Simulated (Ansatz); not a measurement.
Mulliken charges of Cl$_{3}$HHfO (`[OH][Hf]([Cl])([Cl])[Cl]`) from ωB97M-V/def2-TZVPP in Ansatz (PBE0-D4/def2-TZVP geometry).

```json
{"atom": "O1", "x (Å)": "-0.515", "y (Å)": "0.296", "z (Å)": "1.343", "charge (e)": "-0.379"}
{"atom": "Hf2", "x (Å)": "0.149", "y (Å)": "-0.093", "z (Å)": "-0.374", "charge (e)": "0.868"}
{"atom": "Cl3", "x (Å)": "2.033", "y (Å)": "-1.461", "z (Å)": "-0.178", "charge (e)": "-0.223"}
{"atom": "Cl4", "x (Å)": "-1.503", "y (Å)": "-1.197", "z (Å)": "-1.605", "charge (e)": "-0.223"}
{"atom": "Cl5", "x (Å)": "0.730", "y (Å)": "1.901", "z (Å)": "-1.445", "charge (e)": "-0.223"}
{"atom": "H6", "x (Å)": "-0.851", "y (Å)": "0.491", "z (Å)": "2.213", "charge (e)": "0.180"}
```

Question: By hand: the dipole of these point charges (1 e Å = 4.8032 D).

Answer: Σ q r = (-0.110, 0.064, 0.285) e Å, of length 0.312 e Å = 1.50 D.

Question: How does the dipole of the full density compare? (An estimate is asked.)

Answer: Computed: (-0.210, 0.122, 0.542) e Å, 2.85 D; the point charges give 0.53 times that, at 0° from its direction.

Point charges leave out the atoms' own dipoles, such as those of lone pairs, and Mulliken's split depends on the basis, so the two needn't agree.
